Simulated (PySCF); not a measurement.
GeH6N2O, SMILES [NH2][GeH]([OH])[NH2].

Geometry optimised at B3LYP-D3(BJ)/def2-SVP. The structure was generated by enumeration, and PubChem lists no compound with its InChIKey, so it may never have been made. The values are those of a single conformer.

Calculation: PySCF 2.14.0 with TDDFT-PBE/def2-SVPD.

Vertical excitations. The molecule is in vacuum.

```
state  energy (eV)  λ (nm)      f                            main pairs
-----  -----------  ------  -----  ------------------------------------
S1            5.58     222  0.020                        HOMO→LUMO 96 %
S2            5.76     215  0.051                      HOMO−1→LUMO 94 %
S3            6.09     204  0.014                      HOMO→LUMO+1 89 %
S4            6.22     199  0.022  HOMO−1→LUMO+1 62 %, HOMO→LUMO+2 32 %
S5            6.36     195  0.025  HOMO→LUMO+2 62 %, HOMO−1→LUMO+1 25 %
S6            6.52     190  0.010                    HOMO−1→LUMO+2 88 %
S7            6.66     186  0.049    HOMO−2→LUMO 65 %, HOMO→LUMO+3 25 %
S8            6.72     184  0.072    HOMO→LUMO+3 60 %, HOMO−2→LUMO 29 %
S9            6.83     181  0.013                    HOMO−1→LUMO+3 93 %
S10           7.07     175  0.003                    HOMO−2→LUMO+1 98 %
T1            5.36     231      0                        HOMO→LUMO 95 %
T2            5.51     225      0                      HOMO−1→LUMO 92 %
T3            5.75     216      0                      HOMO→LUMO+1 84 %
T4            5.96     208      0                    HOMO−1→LUMO+1 80 %
```
Triplets are in the Tamm–Dancoff approximation, which puts them higher than full response would, so one can lie above its singlet here.
